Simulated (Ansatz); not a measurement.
Abridged output of a molecular run in Ansatz:

```
Functional definition: HF
1177 factors; integrals over basis functions are off by at most 1.1e-3 eV
mean field evaluation 1: about -64253.9788 eV, gradient 3.3e1 eV
mean field evaluation 2: about -64253.9818 eV, gradient 3.3e1 eV
mean field evaluation 4: about -64256.7157 eV, gradient 3.5e0 eV
mean field evaluation 8: about -64256.7643 eV, gradient 1.8e-1 eV
mean field evaluation 16: about -64256.7558 eV, gradient 8.9e-1 eV
mean field -64256.76464926 eV, -2361.3925460611 hartree, gradient 1.0e-6 eV, S^2 0.000000; 0 other end points of the search recorded, 0 dependent functions left out
17 core orbitals not correlated: weight in the atoms' cores, before any rotation towards them, 1.000 or more for the frozen orbitals, at most 0.000 for the correlated occupied ones
reference -64256.76464926 eV, -2361.3925460611 hartree; 18, 18 occupied and 82, 82 virtual orbitals, 1177 factors
second order -20.46055148 eV of doubles, -0.00000000 eV of singles
cycle   1  -20.25695350 eV  change    2.0e-1 eV  update   1.4e-1
cycle   2  -21.03514863 eV  change   -7.8e-1 eV  update   4.4e-2
cycle   3  -21.20686253 eV  change   -1.7e-1 eV  update   2.1e-2
cycle   4  -21.19155589 eV  change    1.5e-2 eV  update   4.4e-3
cycle   5  -21.19246633 eV  change   -9.1e-4 eV  update   1.8e-3
cycle   6  -21.19259161 eV  change   -1.3e-4 eV  update   4.8e-4
cycle   7  -21.19227276 eV  change    3.2e-4 eV  update   2.2e-4
cycle   8  -21.19224962 eV  change    2.3e-5 eV  update   8.0e-5
cycle   9  -21.19227761 eV  change   -2.8e-5 eV  update   3.6e-5
perturbative correction -0.82093622 eV, -0.0301688495 hartree
Total energy: -64278.77786309 eV, -2362.2015167480 hartree
```

Its atoms:

Cartesian coordinates in Å:
```
N -0.105 1.633 2.485
C -0.338 1.405 1.311
N -0.489 1.308 0.120
Si -0.086 0.340 -1.253
Ga 0.522 -1.937 -0.702
H -0.682 1.264 3.224
H -1.272 0.352 -2.154
H 1.016 1.032 -1.978
H 1.019 -2.921 -1.825
H 0.415 -2.476 0.772
```

(1) Which basis set was used?
A. def2-SVP
B. cc-pV(T+d)Z
C. def2-SVPD
D. def2-TZVPP

(2) Write the keys of the input that set method, charge and spin (a neutral closed shell needs none for the last two).

Answers

(1) A. It gives 117 functions.

(2) 
```yaml
correlation: {method: ccsd_t}
```
